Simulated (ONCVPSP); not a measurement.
**Transferability test, ONCV potential for Ge**

- Element: germanium (Ge)
- Generator: ONCVPSP 4.0.1
- Type: optimised norm-conserving Vanderbilt (ONCV)
- Functional: PBE
- Relativity: fully relativistic
- Frozen core: [Ar] 3d10
- Valence charge: 4
- Reference configuration: 4s2 4p2
- Partial waves: 4s: rc 1.80 bohr, ncon 4, nbas 9, qcut 3.8 1/bohr, 2 projectors, debl 3 Ha; 4p: rc 2.50 bohr, ncon 4, nbas 8, qcut 3.3 1/bohr, 1 projector; d scattering state at 0.25 Ha: rc 2.20 bohr, ncon 5, nbas 9, qcut 4.9 1/bohr, 2 projectors, debl 1 Ha
- Local potential: polynomial inside 1.25 bohr (lpopt 5, dvloc0 0 Ha)
- Core correction: Teter function, fcfact 4.75, rcfact 1.45

Open shells are filled in proportion to 2j + 1.

Energies are relative to the spin-unpolarised reference configuration 4s2 4p2; without spin polarisation the order of configurations can differ from experiment.

| valence configuration | charge | ΔE all-electron (eV) | error AE − PS (meV) |
| --- | --- | --- | --- |
| 4s2 4p1 | +1 | 7.446 | -13 |
| 4s2 4p0 | +2 | 22.889 | -131 |

Question: What are ΔE and the potential's error for 4s0 4p4?

Answer: ΔE = 16.189 eV all-electron; the error (AE − PS) is -11 meV.

Question: What are ΔE and the potential's error for 4s1 4p0?

Answer: ΔE = 57.680 eV all-electron; the error (AE − PS) is -522 meV.

Levels in the configuration 4s2 4p1:

| level | all-electron (eV) | pseudo (eV) |
| --- | --- | --- |
| 4s j=1/2 | -19.856 | -19.903 |
| 4p j=3/2 | -11.162 | -11.202 |
| 4p j=1/2 | -11.406 | -11.447 |

Note: ghosts flagged at negative energy: d5/2 at -7.9 eV, d3/2 at -7.6 eV; GHOST(+) flagged for s at 92.8 eV. A true bound ghost makes a file unfit for plane-wave use.
